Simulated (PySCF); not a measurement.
Dissociation curve of SMILES [BeH2] (H2Be). The Be1–H3 bond (Be1 also carries H; H3 carries nothing else) is varied alone, starting from the PBE0/def2-TZVP optimised geometry.

Levels: UHF/cc-pVDZ (PySCF); UKS-BLYP = unrestricted BLYP/cc-pVDZ in PySCF; UKS-PBE0 = PySCF with unrestricted PBE0/cc-pVDZ.

Magnitude of the dipole moment (D; its direction can reverse along the curve, and a method can change to another solution) and Mulliken charge of the fragment that holds Be1:

```json
[
 {"R / Å": "0.99", "μ UHF": "0.49", "q UHF": "0.06", "μ UKS-BLYP": "0.39", "q UKS-BLYP": "0.05", "μ UKS-PBE0": "0.41", "q UKS-PBE0": "0.02"},
 {"R / Å": "1.07", "μ UHF": "0.40", "q UHF": "0.09", "μ UKS-BLYP": "0.32", "q UKS-BLYP": "0.05", "μ UKS-PBE0": "0.33", "q UKS-PBE0": "0.04"},
 {"R / Å": "1.12", "μ UHF": "0.33", "q UHF": "0.10", "μ UKS-BLYP": "0.27", "q UKS-BLYP": "0.05", "μ UKS-PBE0": "0.28", "q UKS-PBE0": "0.04"},
 {"R / Å": "1.20", "μ UHF": "0.22", "q UHF": "0.10", "μ UKS-BLYP": "0.18", "q UKS-BLYP": "0.04", "μ UKS-PBE0": "0.19", "q UKS-PBE0": "0.04"},
 {"R / Å": "1.26", "μ UHF": "0.13", "q UHF": "0.11", "μ UKS-BLYP": "0.10", "q UKS-BLYP": "0.03", "μ UKS-PBE0": "0.11", "q UKS-PBE0": "0.04"},
 {"R / Å": "1.31", "μ UHF": "0.05", "q UHF": "0.11", "μ UKS-BLYP": "0.04", "q UKS-BLYP": "0.03", "μ UKS-PBE0": "0.04", "q UKS-PBE0": "0.04"},
 {"R / Å": "1.34", "μ UHF": "0.00", "q UHF": "0.11", "μ UKS-BLYP": "0.00", "q UKS-BLYP": "0.03", "μ UKS-PBE0": "0.00", "q UKS-PBE0": "0.05"},
 {"R / Å": "1.38", "μ UHF": "0.07", "q UHF": "0.11", "μ UKS-BLYP": "0.06", "q UKS-BLYP": "0.03", "μ UKS-PBE0": "0.06", "q UKS-PBE0": "0.05"},
 {"R / Å": "1.43", "μ UHF": "0.16", "q UHF": "0.12", "μ UKS-BLYP": "0.13", "q UKS-BLYP": "0.03", "μ UKS-PBE0": "0.14", "q UKS-PBE0": "0.05"},
 {"R / Å": "1.48", "μ UHF": "0.25", "q UHF": "0.12", "μ UKS-BLYP": "0.20", "q UKS-BLYP": "0.04", "μ UKS-PBE0": "0.22", "q UKS-PBE0": "0.06"},
 {"R / Å": "1.55", "μ UHF": "0.39", "q UHF": "0.13", "μ UKS-BLYP": "0.31", "q UKS-BLYP": "0.04", "μ UKS-PBE0": "0.33", "q UKS-PBE0": "0.07"},
 {"R / Å": "1.65", "μ UHF": "0.59", "q UHF": "0.14", "μ UKS-BLYP": "0.47", "q UKS-BLYP": "0.06", "μ UKS-PBE0": "0.50", "q UKS-PBE0": "0.08"},
 {"R / Å": "1.80", "μ UHF": "0.91", "q UHF": "0.15", "μ UKS-BLYP": "0.72", "q UKS-BLYP": "0.08", "μ UKS-PBE0": "0.77", "q UKS-PBE0": "0.10"},
 {"R / Å": "2.00", "μ UHF": "1.35", "q UHF": "0.16", "μ UKS-BLYP": "1.05", "q UKS-BLYP": "0.10", "μ UKS-PBE0": "1.13", "q UKS-PBE0": "0.12"},
 {"R / Å": "2.20", "μ UHF": "1.32", "q UHF": "0.14", "μ UKS-BLYP": "1.37", "q UKS-BLYP": "0.12", "μ UKS-PBE0": "1.48", "q UKS-PBE0": "0.13"},
 {"R / Å": "2.40", "μ UHF": "0.93", "q UHF": "0.09", "μ UKS-BLYP": "1.67", "q UKS-BLYP": "0.14", "μ UKS-PBE0": "1.81", "q UKS-PBE0": "0.14"},
 {"R / Å": "2.65", "μ UHF": "0.54", "q UHF": "0.05", "μ UKS-BLYP": "1.88", "q UKS-BLYP": "0.14", "μ UKS-PBE0": "1.60", "q UKS-PBE0": "0.11"},
 {"R / Å": "2.96", "μ UHF": "0.21", "q UHF": "0.02", "μ UKS-BLYP": "1.64", "q UKS-BLYP": "0.11", "μ UKS-PBE0": "1.06", "q UKS-PBE0": "0.06"},
 {"R / Å": "3.24", "μ UHF": "0.02", "q UHF": "0.01", "μ UKS-BLYP": "1.38", "q UKS-BLYP": "0.09", "μ UKS-PBE0": "0.58", "q UKS-PBE0": "0.03"},
 {"R / Å": "3.63", "μ UHF": "0.12", "q UHF": "0.00", "μ UKS-BLYP": "0.93", "q UKS-BLYP": "0.06", "μ UKS-PBE0": "0.12", "q UKS-PBE0": "0.01"},
 {"R / Å": "4.06", "μ UHF": "0.18", "q UHF": "0.00", "μ UKS-BLYP": "0.39", "q UKS-BLYP": "0.02", "μ UKS-PBE0": "0.07", "q UKS-PBE0": "0.00"},
 {"R / Å": "4.68", "μ UHF": "0.21", "q UHF": "0.00", "μ UKS-BLYP": "0.05", "q UKS-BLYP": "0.00", "μ UKS-PBE0": "0.13", "q UKS-PBE0": "0.00"}
]
```

The unrestricted determinant behind UHF is spin-contaminated at 2.20 to 4.68 Å (<S²> up to 1.0, against 0.00 for a pure singlet). The unrestricted determinant behind UKS-BLYP, UKS-PBE0 is spin-contaminated at 2.65 to 4.68 Å (<S²> up to 1.0, against 0.00 for a pure singlet).
